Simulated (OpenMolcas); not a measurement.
## 5d3 along the 71-electron sequence

- Program: OpenMolcas 26.06
- Method: CASSCF
- Basis: ANO-RCC-VTZP
- Scalar Hamiltonian: DKH2, point nucleus
- Spin-orbit coupling: RASSI with atomic mean-field integrals over the reference wave functions, term energies averaged over their components

Active space for each ion: 3 electrons in 5 orbitals (5d).

Computed levels in cm-1 above 4F 3/2:

```
                               Level   Ta2+    W3+   Re4+   Os5+   Ir6+   Pt7+
                              4F 5/2   2322   3358   4570   6109   7950   9904
                              4F 7/2   4790   6719   8860  11414  14347  17321
                              4P 1/2  12488  14813  17051  19333  22009  24717
                              2G 7/2  14602  17910  21252  24876  29200  33663
                              4P 5/2  15836  19466  23123  27052  31568  36090
                              2P 1/2  19209  23570  27937  32606  38049  43571
                             2H 11/2  20409  25079  29725  34635  40328  46088
                           2D 5/2(1)  22383  27555  32683  38079  44285  50513
                              2P 3/2  24651  30914  37285  44182  52113  60127
weight of 4F in the lowest level (%)     94     92     89     86     83     80
```

Mixed levels, with the weight of the term that names them: Ta2+ 2P 3/2 (58 %), W3+ 2P 3/2 (58 %), Re4+ 2P 3/2 (58 %), Os5+ 4P 1/2 (75 %), Os5+ 2P 1/2 (75 %), Os5+ 2P 3/2 (58 %), Ir6+ 4P 1/2 (73 %), Ir6+ 2P 1/2 (73 %), Ir6+ 2P 3/2 (58 %), Pt7+ 4P 1/2 (71 %), Pt7+ 2P 1/2 (71 %), Pt7+ 2P 3/2 (58 %).

Measured, with the error of the calculation in %. Measured levels: W3+ from the list in J. Phys. B 45, 035001 (2012); Re4+ from the list in Brasseur, Gamrath and Quinet, At. Data Nucl. Data Tables 157, 101636 (2024); Os5+ from the list in Brasseur, Palmeri and Quinet, Atoms 13, 11 (2025).

```
    Level            W3+           Re4+           Os5+
   4F 5/2    3537 (-5.1)    4853 (-5.8)    6397 (-4.5)
   4F 7/2    6745 (-0.4)    8973 (-1.3)   11444 (-0.3)
   4P 1/2  11773 (+25.8)  14325 (+19.0)  16772 (+15.3)
   2G 7/2  15261 (+17.4)  19013 (+11.8)   22920 (+8.5)
   4P 5/2  17190 (+13.2)  20922 (+10.5)   24828 (+9.0)
   2P 1/2  18365 (+28.3)  23669 (+18.0)  28860 (+13.0)
  2H 11/2  22223 (+12.9)   27077 (+9.8)   32156 (+7.7)
2D 5/2(1)  22766 (+21.0)  28739 (+13.7)  34418 (+10.6)
   2P 3/2  25168 (+22.8)  32766 (+13.8)   40203 (+9.9)
```

The fine-structure level 4F 7/2 changes by a factor of 3.62 from Ta2+ to Pt7+. Its fourth root runs 8.32, 9.05, 9.70, 10.34, 10.94, 11.47, with steps per unit of Z of 0.73, 0.65, 0.63, 0.61, 0.53; equal steps would mean a (Z - σ)^4 law with constant σ.

4P 1/2 changes by a factor of 1.98 over the same range, with steps per unit of Z of +2320, +2240, +2280, +2680, +2710 cm-1.

Without dynamic correlation excited terms often stand tens of per cent too high (terms of higher spin than the ground term too low), and those without a measured partner can miss by more than the paired ones. Configurations with an s electron lie low in 5d ions of this charge, fall among these levels and mix in, so low-spin terms can stand far too high, up to twice their true height, and weights are not those of the real levels (holds for Ta2+). Some levels mix across a computed gap that differs much from the measured one, so their mixing is not that of the real levels (holds for W3+). Computed and measured levels are paired by configuration, term and J; levels that our copy of the source lacks, or whose pairing is in doubt (as where it misses far off the trend of its configuration), stay unpaired and out of the deviations. Levels of configurations outside the active space are missing.

A number in round brackets counts repeated terms of one configuration in the order of the reference energies.
